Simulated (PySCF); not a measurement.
Compound: CH8O2Si4.
Numbering: `[O:1]=[CH:2][O:3][SiH:4]1[SiH2:5][SiH2:6][SiH2:7]1` (hydrogens: H8 on C2; H9 on Si4; H10, H11 on Si5; H12, H13 on Si6; H14, H15 on Si7)

The same species was optimised twice, with GFN2-xTB and with PBE0-D3(BJ)/def2-SVP (PySCF), and the same property calculations (PySCF, gas phase) were run on both structures.

| coordinate | GFN2-xTB | PBE0-D3(BJ)/def2-SVP | change |
| --- | --- | --- | --- |
| O3–Si4 (Å) | 1.727 | 1.758 | +0.031 |
| C2–O3 (Å) | 1.284 | 1.311 | +0.027 |
| O1=C2 (Å) | 1.208 | 1.211 | +0.003 |
| Si6–Si7 (Å) | 2.365 | 2.367 | +0.002 |
| Si4–Si7 (Å) | 2.367 | 2.369 | +0.002 |
| Si5–Si6 (Å) | 2.365 | 2.366 | +0.001 |
| Si4–Si5 (Å) | 2.367 | 2.368 | +0.001 |
| C2–O3–Si4 (°) | 119.0 | 113.9 | -5.1 |
| O3–Si4–Si7 (°) | 106.2 | 111.2 | +5.0 |
| O3–Si4–Si5 (°) | 106.2 | 110.9 | +4.7 |
| O1–C2–O3 (°) | 124.8 | 123.6 | -1.2 |
| Si4–Si7–Si6 (°) | 89.4 | 89.0 | -0.4 |
| Si4–Si5–Si6 (°) | 89.4 | 89.0 | -0.4 |
| Si5–Si6–Si7 (°) | 90.5 | 90.3 | -0.2 |
| Si5–Si4–Si7 (°) | 90.4 | 90.2 | -0.2 |
| O1–C2–O3–Si4 (°) | 0 | 0 | 0 |
| C2–O3–Si4–Si5 (°) | 48 | 50 | +2 |

Rotational constants: A = 1583, B = 1104, C = 993.6 MHz (GFN2-xTB) against A = 1593, B = 1079, C = 974.7 MHz (PBE0-D3(BJ)/def2-SVP). Point groups within 0.08 Å: Cs and Cs.

On the GFN2-xTB structure: lowest singlet, TDDFT (eV) 4.70 [wB97X-D/def2-SVPD]; lowest triplet, Tamm–Dancoff (eV) 4.25 [wB97X-D/def2-SVPD]; isotropic polarisability (au) 130.9 [wB97X-D/def2-SVPD]; HOMO (eV) -9.19 [wB97X-D/def2-SVPD]; LUMO (eV) 0.15 [wB97X-D/def2-SVPD]; dipole (D) 1.31 [wB97X-D/def2-SVPD]; HOMO (eV) -7.54 [PBE0/pcSseg-1]; LUMO (eV) -1.58 [PBE0/pcSseg-1]; dipole (D) 1.33 [PBE0/pcSseg-1]; GIAO shielding of O1 (ppm) -132.3 [PBE0/pcSseg-1]; GIAO shielding of C2 (ppm) 16.4 [PBE0/pcSseg-1]; GIAO shielding of O3 (ppm) 118.8 [PBE0/pcSseg-1]; GIAO shielding of Si4 (ppm) 324.4 [PBE0/pcSseg-1]; GIAO shielding of Si5/Si7 (mean) (ppm) 422.7 [PBE0/pcSseg-1]; GIAO shielding of Si6 (ppm) 445.9 [PBE0/pcSseg-1].

Q: What do these properties become on the PBE0-D3(BJ)/def2-SVP structure?

A: 
| property | level | on GFN2-xTB | on PBE0-D3(BJ)/def2-SVP | change |
| --- | --- | --- | --- | --- |
| lowest singlet, TDDFT (eV) | wB97X-D/def2-SVPD | 4.70 | 4.95 | +0.25 |
| lowest triplet, Tamm–Dancoff (eV) | wB97X-D/def2-SVPD | 4.25 | 4.54 | +0.29 |
| isotropic polarisability (au) | wB97X-D/def2-SVPD | 130.9 | 132.6 | +1.7 |
| HOMO (eV) | wB97X-D/def2-SVPD | -9.19 | -9.17 | +0.02 |
| LUMO (eV) | wB97X-D/def2-SVPD | 0.15 | 0.43 | +0.28 |
| dipole (D) | wB97X-D/def2-SVPD | 1.31 | 1.20 | -0.11 |
| energy, GFN2-xTB geometry as zero (kcal/mol) | wB97X-D/def2-SVPD | 0.0 | -6.2 | -6.2 |
| HOMO (eV) | PBE0/pcSseg-1 | -7.54 | -7.53 | +0.01 |
| LUMO (eV) | PBE0/pcSseg-1 | -1.58 | -1.28 | +0.30 |
| dipole (D) | PBE0/pcSseg-1 | 1.33 | 1.20 | -0.13 |
| energy, GFN2-xTB geometry as zero (kcal/mol) | PBE0/pcSseg-1 | 0.0 | -6.2 | -6.2 |
| GIAO shielding of O1 (ppm) | PBE0/pcSseg-1 | -132.3 | -139.0 | -6.7 |
| GIAO shielding of C2 (ppm) | PBE0/pcSseg-1 | 16.4 | 13.8 | -2.6 |
| GIAO shielding of O3 (ppm) | PBE0/pcSseg-1 | 118.8 | 103.1 | -15.7 |
| GIAO shielding of Si4 (ppm) | PBE0/pcSseg-1 | 324.4 | 326.2 | +1.8 |
| GIAO shielding of Si5/Si7 (mean) (ppm) | PBE0/pcSseg-1 | 422.7 | 426.4 | +3.7 |
| GIAO shielding of Si6 (ppm) | PBE0/pcSseg-1 | 445.9 | 441.7 | -4.2 |

The heavy atoms differ by 0.060 Å rms after alignment. Among bonds between heavy atoms O3–Si4 changes most (+0.031 Å). Changes are differences of the printed values. Neither structure is proved a minimum here.

The values belong to the conformer `[O:1]=[CH:2][O:3][SiH:4]1[SiH2:5][SiH2:6][SiH2:7]1`: O1–C2–O3–Si4 0°, C2–O3–Si4–Si5 50°.

Note: wB97X-D ran without an empirical dispersion term, which enters the total energy and its gradient alone.
